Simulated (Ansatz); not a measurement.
```yaml
crystal:
  periodic: [false, false, false]
  atoms:
    - {symbol: O, position_ang: [-0.112585, -1.000181, -2.829508]}
    - {symbol: C, position_ang: [-0.104006, -0.806653, -1.686829]}
    - {symbol: N, position_ang: [-0.106431, -0.663201, -0.496092]}
    - {symbol: Si, position_ang: [0.034826, 0.243138, 0.923518]}
    - {symbol: Cl, position_ang: [1.883255, 1.085360, 1.018806]}
    - {symbol: Cl, position_ang: [-1.373216, 1.710111, 0.943808]}
    - {symbol: H, position_ang: [-0.160643, -0.636574, 2.080599]}
basis:
  gaussian: {orbitals: def2-TZVP}
hamiltonian: {xc: {name: revPBE0}, dispersion: d3bj}
accuracy: high
output: {forces: true}
```

```sh
$ ansatz run in.yaml --threads 4 --pin off --events-out ev --progress --plain --max-ram 10444MiB
```

Output, abridged:

```
Functional definition: revPBE0
3413 factors; integrals over basis functions are off by at most 4.9e-8 eV
mean field evaluation 1: about -37507.0687 eV, gradient 5.5e1 eV
mean field evaluation 2: about -37503.6089 eV, gradient 6.8e1 eV
mean field evaluation 4: about -37511.9809 eV, gradient 3.7e0 eV
mean field evaluation 8: about -37512.3000 eV, gradient 1.2e0 eV
mean field evaluation 16: about -37512.3029 eV, gradient 2.4e-4 eV
mean field -37512.30288498 eV, -1378.5517042709 hartree, gradient 4.8e-8 eV, S^2 0.000000; 0 other end points of the search recorded, 0 dependent functions left out
reference -37512.30288818 eV, -1378.5517043884 hartree; 35, 35 occupied and 175, 175 virtual orbitals, 3413 factors
Total energy: -37512.77032197 eV, -1378.5688822636 hartree
Atom 0 at    -0.112585    -1.000181    -2.829508 Å, force    -0.001824    -0.039274    -0.230333 eV/Å
Atom 1 at    -0.104006    -0.806653    -1.686829 Å, force     0.005306     0.035334     0.060155 eV/Å
Atom 2 at    -0.106431    -0.663201    -0.496092 Å, force    -0.011844    -0.046693     0.110078 eV/Å
Atom 3 at     0.034826     0.243138     0.923518 Å, force    -0.007709    -0.033636     0.057523 eV/Å
Atom 4 at     1.883255     1.085360     1.018806 Å, force     0.069812     0.029606     0.003077 eV/Å
Atom 5 at    -1.373216     1.710111     0.943808 Å, force    -0.054022     0.053429     0.000125 eV/Å
Atom 6 at    -0.160643    -0.636574     2.080599 Å, force     0.000280     0.001234    -0.000624 eV/Å
Dipole moment:    -0.022429    -0.089488     0.220967 e Å
```

It took 9.5 s on 4 threads of an Intel Xeon Platinum 8488C on a shared host, with 1.2 GiB of host memory at the peak.
